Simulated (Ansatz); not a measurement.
`CC[S][GaH2]` + H₂S → `[SH][GaH2]` + `CCS` at 600 K and 1 bar (ligand exchange at a Ga–S bond).

Gas-phase electronic energies from Ansatz, PBE0-D4/def2-TZVP geometries. CCSD(T)/CBS adds triple-zeta CCSD(T) − MP2 to the extrapolated MP2 energy (def2 sets, frozen cores). This one scheme is used for every species. For Ga outer-core shells are correlated without core-valence functions, which leaves a few kJ/mol of doubt a bond. Scalar relativity is left out up to krypton. One conformer a species, not always the lowest.

```csv
species,CCSD(T)/CBS energy (Eh),H − E (kJ/mol),S (J/(mol·K))
`CC[S][GaH2]`,-2402.05500,273.8,440.7
H₂S,-398.97279,60.8,230.9
`[SH][GaH2]`,-2323.53734,95.0,327.9
`CCS`,-477.49091,239.8,348.1
```

H − E and S are ideal-gas, rigid-rotor, harmonic terms from PBE0-D4/def2-TZVP, for one conformer and one mirror image of each species. 1 Eh = 2625.50 kJ/mol, R = 8.31446 J/(mol·K).

By hand: ΔE, ΔH, ΔS and ΔG.

ΔE = (-2323.53734) + (-477.49091) − (-2402.05500) − (-398.97279) = -0.00046 Eh = -1.2 kJ/mol. Δ(H − E) = 95.0 + 239.8 − 273.8 − 60.8 = 0.2, so ΔH = -1.0 kJ/mol. ΔS = 327.9 + 348.1 − 440.7 − 230.9 = 4.4 J/(mol·K). ΔG = -1.0 − 600 × (4.4)/1000 = -3.6 kJ/mol.

By hand: the equilibrium constant, and the temperature at which ΔG would vanish if ΔH and ΔS stayed fixed.

log₁₀ K = −ΔG/(RT ln 10) = 0.3. ΔH and −TΔS have one sign here, so there is no such temperature. One of them is within its doubt of zero, so this could turn.

TΔS isn't small against ΔH here. The sign of ΔG lies within the doubt. A doubt of 5 kJ/mol in ΔE shifts log₁₀ K by 0.4 here. Other conformers and mirror images would add mixing entropy, several J/(mol·K) or more a flexible species. Modes under 60 cm⁻¹, often nearly free rotors, make the harmonic entropy too high. These are equilibria of isolated gas molecules and say nothing of rates. Largest T1 diagnostic: 0.013 (customary marks: 0.02 for closed shells, 0.045 for open ones).
